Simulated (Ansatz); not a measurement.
`OC(O)[SiH2]Cl`, relaxed with RKS PBE0-D4/def2-TZVP in the Gaussian-basis code of Ansatz from a PBE-D4/def2-SVP geometry. The force threshold is 0.005 eV/Å; the program also tests the step.

Charge 0, multiplicity 1.

Start:

```xyz
10

O     1.257    1.062    0.368
C    -0.021    0.476    0.496
O    -1.059    1.288   -0.013
Si   -0.186   -1.186   -0.459
Cl    1.232   -2.514    0.294
H     1.408    1.212   -0.587
H    -0.131    0.290    1.592
H    -1.076    2.109    0.519
H     0.123   -0.936   -1.908
H    -1.547   -1.799   -0.301
```

Q: How much energy does the relaxation release, and in how many steps? (An estimate is asked.)

A: Computed: 4.21 kJ/mol, in 9 steps.

Q: Which bonds change most? (Estimate.)

A: The calculation gave: Si4–Cl5 from 2.084 to 2.053 Å; Si4–H10 from 1.501 to 1.480 Å; C2–H7 from 1.117 to 1.097 Å; Si4–H9 from 1.503 to 1.485 Å.

Q: Give the relaxed structure. (Estimate.)

A: Ansatz gave: 
```xyz
10

O     1.237    1.076    0.348
C    -0.017    0.465    0.496
O    -1.064    1.265    0.008
Si   -0.180   -1.178   -0.455
Cl    1.194   -2.510    0.289
H     1.413    1.192   -0.592
H    -0.112    0.298    1.576
H    -1.087    2.084    0.515
H     0.146   -0.923   -1.880
H    -1.529   -1.768   -0.305
```
